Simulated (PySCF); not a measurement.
C4H4N2, SMILES c1cnccn1.

Coordinates come from a ωB97X-D3(BJ)/def2-SVP optimisation.

Method: PBE/def2-TZVP (PySCF).

Symmetry labels are those of the subgroup D2h that the program uses (full group D2h).

Computed valence orbital energies around the gap with their symmetry:
```tsv
orbital	symmetry	energy (eV)
HOMO−7	B1u	-11.99
HOMO−6	B3u	-10.75
HOMO−5	B2u	-10.72
HOMO−4	B3g	-9.53
HOMO−3	B2g	-8.45
HOMO−2	B1u	-7.33
HOMO−1	B1g	-7.08
HOMO	Ag	-5.78
LUMO	B3u	-2.53
LUMO+1	Au	-1.86
LUMO+2	Ag	1.00
LUMO+3	B2u	1.38
```
